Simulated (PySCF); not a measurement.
## Electronic structure of Pb (lead, neutral) at the UHF level

Configuration: [Xe] 4f14 5d10 6s2 6p2, high-spin 3P determinant. Computed with PySCF 2.14 in aug-cc-pVDZ-PP with ECP60MDF (5s4p3d, 32 functions), with a scalar-relativistic core potential.

- Total energy: -191.832827 hartree
- One-electron energy: -335.8117 hartree
- Hartree (Coulomb) energy: 159.0136 hartree
- Exchange energy: -15.0347 hartree
- ⟨S²⟩: 2.0103
- ⟨L²⟩: 2.020
- Sum of ⟨r⟩: 32.42 bohr
- Sum of ⟨r²⟩: 66.92 bohr²
- Traceless quadrupole moment −½Σ⟨3z² − r²⟩ along its main axis: 5.26 e·bohr²
- Time after the integrals: 0.07 s of wall time on 1 thread of Intel(R) Xeon(R) 6975P-C (shared host)

```tsv
shell	electrons	mean orbital energy (hartree)	spread (hartree)	rms radius, mean of both spins (bohr)
5s α	1	-6.17589	0	0.925
5s β	1	-6.17049	0	0.925
5p α	3	-3.85716	0.00677	1.05
5p β	3	-3.85352	0.01568	1.05
5d α	5	-1.07758	0.01277	1.40
5d β	5	-1.06989	0.02067	1.40
6s α	1	-0.62378	0	2.56
6s β	1	-0.50500	0	2.56
6p α	2	-0.25473	0	3.59
```

Energies and moments cover only the electrons outside the core potential. Spin-orbit coupling is strong in this species (close to jj coupling), so the high-spin LS determinant is a model state, not a physical level.
